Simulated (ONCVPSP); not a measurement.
**selenium (Se) ONCV: all-electron and pseudo phase curves**

```json
{"Element": "selenium (Se)", "Generator": "ONCVPSP 4.0.1", "Type": "optimised norm-conserving Vanderbilt (ONCV)", "Functional": "LDA (Perdew-Zunger)", "Relativity": "scalar-relativistic", "Frozen core": "[Ne]", "Valence charge": "24", "Reference configuration": "3s2 3p6 3d10 4s2 4p3.75 (charge +0.25)", "Partial waves": "3s+4s: rc 0.95 bohr, ncon 4, nbas 8, qcut 13 1/bohr, 2 projectors; 3p+4p: rc 1.05 bohr, ncon 3, nbas 7, qcut 11.8 1/bohr, 2 projectors; 3d: rc 1.05 bohr, ncon 4, nbas 9, qcut 16.7 1/bohr, 1 projector", "Local potential": "polynomial inside 0.85 bohr (lpopt 5, dvloc0 6 Ha)", "Core correction": "none"}
```

The phase is arctan(r·R′/R) of the radial function R(r), unwrapped; energies in Ha, scanned from -9 to 5 Ha. A pole is an energy at which the radial function vanishes at the test radius. The pseudo phase is shifted by a multiple of π to meet the all-electron one at the reference energy, and phase errors are pseudo minus all-electron; the curves can meet again beyond the range given. Levels narrower than the energy grid can be missing from the lists of poles.

```tsv
channel	radius (bohr)	reference energy (Ha)	poles, all-electron	poles, pseudo	unbroken range about the reference energy with phases within 0.05 rad	phase error 1 Ha above the reference energy (rad)
s	0.96	-0.73	-6.69	-6.69	the whole range	+0.000
p	1.07	-0.32	-4.97	-4.97	the whole range	+0.000
d	1.07	-2.05	-1.17	-1.15	below 1.0	+0.007
```

Phases in the p channel:

```json
{"E (Ha)": "-8.96", "all-electron": "1.124", "pseudo": "1.124"}
{"E (Ha)": "-8.60", "all-electron": "1.083", "pseudo": "1.083"}
{"E (Ha)": "-8.24", "all-electron": "1.027", "pseudo": "1.027"}
{"E (Ha)": "-7.88", "all-electron": "0.946", "pseudo": "0.947"}
{"E (Ha)": "-7.52", "all-electron": "0.820", "pseudo": "0.820"}
{"E (Ha)": "-7.16", "all-electron": "0.597", "pseudo": "0.597"}
{"E (Ha)": "-6.80", "all-electron": "0.167", "pseudo": "0.167"}
{"E (Ha)": "-6.44", "all-electron": "-0.500", "pseudo": "-0.500"}
{"E (Ha)": "-6.08", "all-electron": "-1.029", "pseudo": "-1.029"}
{"E (Ha)": "-5.72", "all-electron": "-1.310", "pseudo": "-1.310"}
{"E (Ha)": "-5.36", "all-electron": "-1.466", "pseudo": "-1.466"}
{"E (Ha)": "-5.00", "all-electron": "-1.563", "pseudo": "-1.563"}
{"E (Ha)": "-4.64", "all-electron": "-1.632", "pseudo": "-1.632"}
{"E (Ha)": "-4.28", "all-electron": "-1.685", "pseudo": "-1.685"}
{"E (Ha)": "-3.92", "all-electron": "-1.729", "pseudo": "-1.729"}
{"E (Ha)": "-3.56", "all-electron": "-1.767", "pseudo": "-1.767"}
{"E (Ha)": "-3.20", "all-electron": "-1.803", "pseudo": "-1.803"}
{"E (Ha)": "-2.84", "all-electron": "-1.837", "pseudo": "-1.837"}
{"E (Ha)": "-2.48", "all-electron": "-1.871", "pseudo": "-1.871"}
{"E (Ha)": "-2.12", "all-electron": "-1.906", "pseudo": "-1.906"}
{"E (Ha)": "-1.76", "all-electron": "-1.944", "pseudo": "-1.944"}
{"E (Ha)": "-1.40", "all-electron": "-1.986", "pseudo": "-1.986"}
{"E (Ha)": "-1.04", "all-electron": "-2.032", "pseudo": "-2.032"}
{"E (Ha)": "-0.68", "all-electron": "-2.085", "pseudo": "-2.085"}
{"E (Ha)": "-0.32", "all-electron": "-2.147", "pseudo": "-2.147"}
{"E (Ha)": "0.04", "all-electron": "-2.222", "pseudo": "-2.222"}
{"E (Ha)": "0.40", "all-electron": "-2.313", "pseudo": "-2.313"}
{"E (Ha)": "0.76", "all-electron": "-2.425", "pseudo": "-2.425"}
{"E (Ha)": "1.12", "all-electron": "-2.563", "pseudo": "-2.563"}
{"E (Ha)": "1.48", "all-electron": "-2.734", "pseudo": "-2.734"}
{"E (Ha)": "1.84", "all-electron": "-2.936", "pseudo": "-2.936"}
{"E (Ha)": "2.20", "all-electron": "-3.161", "pseudo": "-3.160"}
{"E (Ha)": "2.56", "all-electron": "-3.390", "pseudo": "-3.389"}
{"E (Ha)": "2.92", "all-electron": "-3.600", "pseudo": "-3.599"}
{"E (Ha)": "3.28", "all-electron": "-3.780", "pseudo": "-3.779"}
{"E (Ha)": "3.64", "all-electron": "-3.928", "pseudo": "-3.926"}
{"E (Ha)": "4.00", "all-electron": "-4.046", "pseudo": "-4.045"}
{"E (Ha)": "4.36", "all-electron": "-4.141", "pseudo": "-4.140"}
{"E (Ha)": "4.72", "all-electron": "-4.218", "pseudo": "-4.216"}
```
